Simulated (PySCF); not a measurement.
# Electron correlation in P (phosphorus, neutral)

[Ne] 3s1 3p3 3d1, high-spin 6D determinant (an excited configuration). All numbers are calculated (PySCF 2.14, the spin-free X2C one-electron Hamiltonian (Gaussian nucleus), in x2c-TZVPPall with one added diffuse shell each of s, p, d type (6s6p4d1f, 51 functions)). Frozen: [Ne]; 5 electrons correlated.

MP2 pair energies summed by pair of shells (mhartree):

| pair | energy | share (%) |
| --- | --- | --- |
| 3p-3p | -16.29 | 59.8 |
| 3p-3d | -6.63 | 24.3 |
| 3s-3p | -3.47 | 12.7 |
| 3s-3d | -0.86 | 3.2 |

Total MP2 correlation energy: -27.25 mhartree.

Same-spin part -27.25 and opposite-spin part 0.00 mhartree; SCS-MP2 scales them by 1/3 and 6/5 to -9.08 mhartree.
